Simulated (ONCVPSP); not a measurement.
## Which change was made? (K, ONCV)

ONCVPSP 4.0.1 input, shortened (lines: element, Z, core and valence counts, functional; n l f; lmax; l rc ep ncon nbas qcut; lloc lpopt rc5 dvloc0; l nproj debl; icmod fcfact rcfact), PBEsol, scalar-relativistic:

```
  K 19.00    3    3  -116133      upf
    1    0    2.00
    2    0    2.00
    2    1    6.00
    3    0    2.00
    3    1    6.00
    4    0    1.00
    2
    0    2.45    0.00    4    8    5.50
    1    2.20    0.00    4    7    6.90
    2    2.20    0.02    4    7    3.90
    2    5    2.20    0.00
    0    2    0.70
    1    2    2.60
    2    0    2.90
    0    0.00    0.00
```

Cutoffs, loose and tight: the cutoffs (Ha) at which the residual kinetic energy of the hardest occupied pseudo-wave falls to 1 and 0.1 mHa per electron. They do not see the model core or the augmentation charge, which bear on the density cutoff. Test errors are all-electron minus pseudo excitation energies from the reference, over the configurations 3s2 3p6 4s0; 3s2 3p6 4s0.5; 3s2 3p6 4s0 4p1; 3s2 3p5 4s1; variants that change the core or the reference have their own tests. The largest error is taken over the tests solved by every variant that gives reliable tests at all, those not shown here included: 3s2 3p5 4s1; 3s2 3p6 4s0; 3s2 3p6 4s0.5.

The base gives: outcome: generated; cutoff, loose: 13 Ha; cutoff, tight: 16 Ha; bound ghosts: s, p; GHOST(+) flags above zero: none; largest test error (meV): -13.

(1) After one change the result is: outcome: generated; cutoff, loose: 11 Ha; cutoff, tight: 14 Ha; bound ghosts: none; GHOST(+) flags above zero: s; largest test error (meV): -16. Which change was it?
A. all radii scaled by about 1.08 (s 2.66, p 2.38, d 2.38 bohr)
B. all radii scaled by about 1.24 (s 3.04, p 2.72, d 2.72 bohr)
C. all radii scaled by about 0.77 (s 1.90, p 1.70, d 1.70 bohr)

Answers

(1) B. The others give: all radii scaled by about 0.77 (s 1.90, p 1.70, d 1.70 bohr) → outcome: generated; cutoff, loose: 12 Ha; cutoff, tight: 14 Ha; bound ghosts: s; GHOST(+) flags above zero: p; largest test error (meV): +5.9 | all radii scaled by about 1.08 (s 2.66, p 2.38, d 2.38 bohr) → outcome: generated; cutoff, loose: 12 Ha; cutoff, tight: 15 Ha; bound ghosts: s, p; GHOST(+) flags above zero: none; largest test error (meV): -20.
